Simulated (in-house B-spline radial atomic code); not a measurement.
**The arsenic ion As³⁺: [Ar] 3d10 4s1 (7p3/2)1 (an excited or competing configuration)**

All numbers are computed (Dirac-Hartree-Fock, average of the jj configuration; Fermi nucleus of rms radius 4.0968 fm) with a radial B-spline atomic code at the basis-set limit, not measured.

Effective charges: Z_r = [3n² - l(l+1)]/(2<r>) from the radius, Z_e = n√(-2ε) from the energy, and Slater's rules. Values are occupation-weighted means over j.

```tsv
shell	electrons	ε (eV)	<r> (bohr)	Z_r	Z_e	Slater
1s	2	-12000	0.04548	32.98	29.70	32.70
2s	2	-1620.4	0.2018	29.74	21.83	28.85
2p	6	-1422	0.1771	28.24	20.45	28.85
3s	2	-272.24	0.5957	22.66	13.42	21.75
3p	6	-208.55	0.6148	20.33	11.75	21.75
3d	10	-103.34	0.6612	15.88	8.27	11.85
4s	1	-58.712	1.713	14.01	8.31	7.70
7p	1	-7.1988	11.15	6.50	5.09	4.00
```

The least bound orbital is 7p3/2 at -7.199 eV, and it is also the most diffuse (<r> = 11.15 bohr).

For the 1s electron the small component carries 1.43 % of the norm, the zero-frequency Breit interaction raises the level by 17.85 eV, self-energy by 9.312 eV, and vacuum polarisation lowers it by 0.9154 eV.
